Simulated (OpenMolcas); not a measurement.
Nb4+ in a ligand field

Nb4+ with 6 ligands (bromide) in trigonal prismatic coordination (D3h) at 2.59 Å, a polar angle of 55.5° against the regular 49.1°. A charge of +0.333 e stands 2.4 Å behind each ligand. Ligand basis ANO-RCC-VDZP.
```
Nb    0.0000    0.0000    0.0000
Br    2.1341    0.0000    1.4676
Br   -1.0670    1.8481    1.4676
Br   -1.0670   -1.8481    1.4676
Br    2.1341    0.0000   -1.4676
Br   -1.0670    1.8481   -1.4676
Br   -1.0670   -1.8481   -1.4676
```

```yaml
Program: OpenMolcas 26.06
Method: "SS-CASPT2, IPEA 0.25 Eh, imaginary shift 0.1 Eh (closed shells correlated: 4s 4p and the ligand valence shells)"
Basis: ANO-RCC-VTZP [7s6p4d2f1g]
Scalar_Hamiltonian: DKH2, point nucleus
Active_space: 1 electron in 5 orbitals (4d)
State_averaging: 2S+1 = 2 even, 5 roots
Spin-orbit_coupling: RASSI with atomic mean-field integrals over the reference wave functions
```

The lowest spin-free states (labels of D3, the rotations of D3h), above the lowest:

```json
{"State": "2A1", "Degeneracy": "1", "E (cm-1)": "0"}
{"State": "2E", "Degeneracy": "2", "E (cm-1)": "5940"}
{"State": "2E", "Degeneracy": "2", "E (cm-1)": "18760"}
```

The lowest levels with spin-orbit coupling:

```json
{"E (cm-1)": "0", "Degeneracy": "2", "Label": "E1/2", "2S+1": "2", "g": "1.90 1.90 2.00"}
{"E (cm-1)": "5560", "Degeneracy": "2", "Label": "E3/2", "2S+1": "2", "g": "0.00 0.00 0.70"}
{"E (cm-1)": "6330", "Degeneracy": "2", "Label": "E1/2", "2S+1": "2", "g": "0.00 0.00 4.71"}
{"E (cm-1)": "18630", "Degeneracy": "2", "Label": "E1/2", "2S+1": "2", "g": "0.10 0.10 1.00"}
{"E (cm-1)": "18950", "Degeneracy": "2", "Label": "E3/2", "2S+1": "2", "g": "0.00 0.00 3.00"}
```

Electric-dipole absorption from the lowest level at this geometry, strongest bands:

```
E (cm-1)  λ (nm)  Label         f
    6330    1580   E1/2  1.07e-06
   18950     528   E3/2  2.22e-05
```

Powder χT (cm3 K/mol): 0.35 at 2 K, 0.351 at 10 K, 0.352 at 50 K, 0.353 at 100 K, 0.356 at 200 K, 0.359 at 300 K. The effective moment at 300 K is 2.828 √(χT) = 1.69 μB.

The lowest level has 2S+1 = 2, for which the spin-only value is χT = S(S+1) / 2 = 0.375 cm3 K/mol (g = 2). The computed 0.359 at 300 K differs by -0.016, through orbital momentum, spin-orbit coupling and any other state in reach.

Over all roots computed the reference weight is 0.66; a low but even weight reflects the number of correlated electrons. The least metal-like active orbital is 72 % on the metal (Löwdin) and no ligand orbital is active, so the numbers are rough. Ligand-to-metal charge-transfer states are missing. No measured value stands beside these numbers; the geometry was imposed, not optimised, and the real ion may take another.

The CASPT2 steps took 3.5 min on 1 thread of Arm Neoverse V2 (shared host); the integral step is not counted.
